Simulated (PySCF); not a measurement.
# Radial density of Nd⁴⁷⁺ (neodymium, charge +47)

BHandHLYP, [Ne] 3s2 3p1, 2P determinant. All numbers are calculated (PySCF 2.14, scalar relativity by spin-free X2C-1e, in an uncontracted even-tempered set (18 s from 9.6 bohr⁻², ratio 2.5; 12 p from 12 bohr⁻², ratio 2.5; 4 d from 50 bohr⁻², ratio 2.7; 4 f from 74 bohr⁻², ratio 2.7)).

```json
{"r (bohr)": "0.0185", "4πr²ρ (e/bohr)": "77.64", "4πr²(ρα − ρβ)": "0.4067"}
{"r (bohr)": "0.0311", "4πr²ρ (e/bohr)": "64.09", "4πr²(ρα − ρβ)": "1.2719"}
{"r (bohr)": "0.0523", "4πr²ρ (e/bohr)": "80.66", "4πr²(ρα − ρβ)": "2.0582"}
{"r (bohr)": "0.0879", "4πr²ρ (e/bohr)": "82.76", "4πr²(ρα − ρβ)": "0.4146"}
{"r (bohr)": "0.148", "4πr²ρ (e/bohr)": "27.49", "4πr²(ρα − ρβ)": "2.0548"}
{"r (bohr)": "0.249", "4πr²ρ (e/bohr)": "16.27", "4πr²(ρα − ρβ)": "4.9560"}
{"r (bohr)": "0.418", "4πr²ρ (e/bohr)": "1.563", "4πr²(ρα − ρβ)": "0.5001"}
{"r (bohr)": "0.704", "4πr²ρ (e/bohr)": "0.004749", "4πr²(ρα − ρβ)": "0.0012"}
```

Densities and radii are taken from the X2C orbitals without a picture-change correction, which distorts them close to the nucleus.

Spin-orbit coupling, absent here, splits the open shell strongly.
